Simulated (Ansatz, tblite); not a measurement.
Forces on SiPt3 at its PBE0-D4/def2-SVP geometry. Total charge 0; singlet.

In the def2 sets Pt takes a core potential; there is no spin–orbit coupling. The xTB rows come from tblite. At r2SCAN-D4/def2-TZVP the restricted singlet is unstable: a solution with broken spin symmetry lies lower. The order of the spin states hangs on the level: the triplet lies 0.07 eV below the singlet at r2SCAN-D4/def2-TZVP, but 0.13 eV above it at GFN1-xTB. The structure comes from a short search, and lower isomers may exist.

GFN1-xTB (tblite), largest force 2.42 eV/Å:

```xyz
4
positions Å, forces eV/Å
Pt   -0.421    0.329    1.490    1.525    0.304   -1.289
Pt    1.273   -0.936   -0.080   -0.528    1.843    0.626
Pt    0.142    1.299   -0.893    0.838   -0.881    1.614
Si   -0.995   -0.692   -0.517   -1.835   -1.267   -0.951
```

GFN2-xTB (tblite), largest force 1.21 eV/Å:

```
Pt -0.046 0.258 0.766
Pt 0.750 -0.331 0.042
Pt 0.214 0.703 -0.333
Si -0.918 -0.630 -0.475
```

r2SCAN-D4/def2-TZVP (Ansatz), largest force 0.61 eV/Å:

```
Pt 0.198 -0.101 -0.561
Pt -0.451 0.385 0.050
Pt -0.022 -0.481 0.367
Si 0.275 0.198 0.145
```
